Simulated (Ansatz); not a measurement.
`O[SiH](F)[Si](O)(O)O` + H₂Se → `O[SiH](F)[SeH]` + `O[SiH](O)O`  (cleavage of the Si–Si bond)

Calculated with Ansatz (gas phase, PBE0-D4/def2-TZVP geometries, no zero-point term in ΔE). CCSD(T)/CBS adds triple-zeta CCSD(T) − MP2 to the extrapolated MP2 energy (def2 sets, frozen cores). Functionals use def2-TZVPP. For Se outer-core shells are correlated without core-valence functions, which leaves a few kJ/mol of doubt a bond. Scalar relativity is left out up to krypton. One conformer a species, not always the lowest.

Question: Is it downhill or uphill in electronic energy at CCSD(T)/CBS, and by how much? (Best estimate.)

Answer: Computed: Downhill: ΔE = -91.0 kJ/mol.

Question: What do these levels give: PBE-D4, PBE0-D4, ωB97X-V, r2SCAN, HF/def2-QZVPP, CCSD/CBS(def2)? (Best estimate.)

Answer: Computed: PBE-D4 -75.2, PBE0-D4 -81.5, ωB97X-V -83.1, r2SCAN -89.4, HF/def2-QZVPP -97.9, CCSD/CBS(def2) -91.8 kJ/mol.

Largest T1 diagnostic among the species: 0.012.

The D4 term adds +4.9 kJ/mol with B3LYP and +3.2 kJ/mol with PBE0; it sums over pairs of atoms, weighted by their polarisabilities, and B3LYP, whose exchange is more repulsive, gets the larger term. From PBE to PBE0 (25 % exact exchange), in def2-TZVPP and without D4, ΔE moves by −6.2 kJ/mol.

B3LYP here is the variant with VWN-RPA as its local correlation; programs differ in this.
